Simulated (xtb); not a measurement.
HCl₄Si₂, doublet, at a GFN2-xTB geometry; GFN2-xTB with ALPB(cs2) run with xtb.

The xtb input:
```
$ xtb mol.xyz --gfn 2 --uhf 1 --alpb cs2 --json

# file mol.xyz
7

Cl     2.86552779    -1.06462915    -0.18976247
Si     1.59915590     0.40249411    -0.74768665
Si    -0.53809359     0.19570850     0.07252869
Cl    -0.87607452     0.06496016     2.07949960
Cl    -1.44369391    -1.43192902    -0.74301900
Cl    -1.55276129     1.84038552    -0.56400512
H      2.26416080     1.67577586    -0.45390963
```

The log (banner, timings and long lists left out):

```
   ID    Z sym.   atoms
    1   17 Cl     1, 4-6
    2   14 Si     2, 3
    3    1 H      7

           -------------------------------------------------
          |                Calculation Setup                |
           -------------------------------------------------

           -------------------------------------------------
          |                 G F N 2 - x T B                 |
           -------------------------------------------------

      * Solvation model:               ALPB
        Solvent                        cs2
        Parameter file                 internal GFN2-xTB/ALPB
        Dielectric constant                2.6400E+00
        Reference state                gsolv [1 M gas/solution]
        Free energy shift                  4.9805E-03 Eh       3.1253E+00 kcal/mol
        Temperature                        2.9815E+02 K
        Density                            1.2600E+00 kg/L
        Solvent mass                       7.6140E+01 g/mol
        Interaction kernel             P16
        Born radius scaling (c1)           1.3548E+00
        Born radii integrator          GBOBC
        Born offset                        0.0000E+00 a0       0.0000E+00 AA
        H-bond correction              false
        Ion screening                  false
        Surface tension                    1.0000E-05 Eh       1.5569E+01 dyn/cm
        Grid points                               230 per atom

          ...................................................
          :                      SETUP                      :
          :.................................................:
          :  # basis functions                  61          :
          :  # atomic orbitals                  55          :
          :  # shells                           19          :
          :  # electrons                        37          :
          :  max. iterations                   250          :
          :  Hamiltonian                  GFN2-xTB          :
          :  restarted?                      false          :
          :  GBSA solvation                   true          :
          :  PC potential                    false          :
          :  electronic temp.          300.0000000     K    :
          :  accuracy                    1.0000000          :
          :  -> integral cutoff          0.2500000E+02      :
          :  -> integral neglect         0.1000000E-07      :
          :  -> SCF convergence          0.1000000E-05 Eh   :
          :  -> wf. convergence          0.1000000E-03 e    :
          :  Broyden damping             0.4000000          :
          :  net charge                          0          :
          :  unpaired electrons                  1          :
          ...................................................

 iter      E             dE          RMSdq      gap      omega  full diag
   1    -22.2378212 -0.222378E+02  0.788E+00    2.52       0.0  T
   2    -22.3084239 -0.706027E-01  0.494E+00    2.15       1.0  T
   3    -22.3174060 -0.898207E-02  0.275E+00    2.56       1.0  T
   4    -22.3169680  0.437970E-03  0.242E+00    2.18       1.0  T
   5    -22.3395250 -0.225570E-01  0.115E+00    2.38       1.0  T
   6    -22.3428709 -0.334592E-02  0.512E-01    2.45       1.0  T
   7    -22.3428878 -0.168669E-04  0.294E-01    2.45       1.0  T
   8    -22.3431149 -0.227164E-03  0.172E-01    2.46       1.0  T
   9    -22.3431380 -0.230384E-04  0.117E-01    2.46       1.0  T
  10    -22.3431900 -0.520564E-04  0.593E-02    2.46       1.0  T
  11    -22.3432029 -0.128752E-04  0.201E-02    2.47       1.9  T
  12    -22.3432034 -0.466952E-06  0.174E-02    2.47       2.2  T
  13    -22.3432045 -0.117809E-05  0.623E-03    2.47       6.1  T
  14    -22.3432044  0.984536E-07  0.736E-03    2.47       5.1  T
  15    -22.3432046 -0.192206E-06  0.232E-03    2.47      16.3  T
  16    -22.3432046  0.215021E-08  0.230E-03    2.47      16.5  T
[...]
         :: total energy             -22.301600249746 Eh    ::
[...]
        12        2.0000           -0.4578219             -12.4580
        13        2.0000           -0.4569450             -12.4341
        14        2.0000           -0.4539016             -12.3513
        15        2.0000           -0.4465839             -12.1522
        16        2.0000           -0.4461396             -12.1401
        17        2.0000           -0.4438263             -12.0771
        18        2.0000           -0.4139823             -11.2650
        19        1.0000           -0.3258944              -8.8680 (HOMO)
        20                         -0.2352743              -6.4021 (LUMO)
        21                         -0.2172466              -5.9116
        22                         -0.1965444              -5.3482
        23                         -0.1712672              -4.6604
        24                         -0.1576454              -4.2897
        25                         -0.1426177              -3.8808
        26                         -0.0836542              -2.2763
        27                         -0.0709825              -1.9315
        28                         -0.0439566              -1.1961
        29                         -0.0223388              -0.6079
        30                         -0.0190231              -0.5176
       ...                                ...                  ...
        55                          0.8669458              23.5908
      -------------------------------------------------------------
                  HL-Gap            0.0906202 Eh            2.4659 eV
             Fermi-level           -0.3252614 Eh           -8.8508 eV

     #   Z          covCN         q      C6AA      α(0)
     1  17 Cl       0.804    -0.196   105.212    15.691
     2  14 Si       2.670     0.398   179.579    29.429
     3  14 Si       3.357     0.498   111.507    21.031
     4  17 Cl       0.817    -0.198   105.295    15.698
     5  17 Cl       0.816    -0.242   106.710    15.803
     6  17 Cl       0.816    -0.259   107.274    15.844
     7   1 H        0.918    -0.002     3.101     2.754

 Mol. C6AA /au·bohr⁶  :       4391.918754
 Mol. C8AA /au·bohr⁸  :     220849.356020
 Mol. α(0) /au        :        116.250102

Wiberg/Mayer (AO) data.
largest (>0.10) Wiberg bond orders for each atom

 ---------------------------------------------------------------------------
     #   Z sym  total        # sym  WBO       # sym  WBO       # sym  WBO
 ---------------------------------------------------------------------------
     1  17 Cl   1.301 --     2 Si   1.210
     2  14 Si   3.102 --     1 Cl   1.210     3 Si   0.885     7 H    0.879
     3  14 Si   4.205 --     4 Cl   1.099     5 Cl   1.065     6 Cl   1.050
                             2 Si   0.885
     4  17 Cl   1.270 --     3 Si   1.099
     5  17 Cl   1.209 --     3 Si   1.065
     6  17 Cl   1.177 --     3 Si   1.050
     7   1 H    0.999 --     2 Si   0.879
 ---------------------------------------------------------------------------

Topologies differ in total number of bonds
Writing topology from bond orders to xtbtopo.mol

molecular dipole:
                 x           y           z       tot (Debye)
 q only:        1.371       0.604      -0.586
   full:        0.467       0.328      -0.078       1.465
molecular quadrupole (traceless):
                xx          xy          yy          xz          yz          zz
 q only:       -1.973       5.595      -0.788      -2.739      -0.889       2.761
  q+dip:       -0.271       4.714      -0.624      -1.260       0.033       0.895
   full:       -0.381       3.995      -0.418      -0.763      -0.058       0.799

           -------------------------------------------------
          | TOTAL ENERGY              -22.301600249746 Eh   |
          | GRADIENT NORM               0.005852101689 Eh/α |
          | HOMO-LUMO GAP               2.465900085192 eV   |
           -------------------------------------------------

normal termination of xtb
```
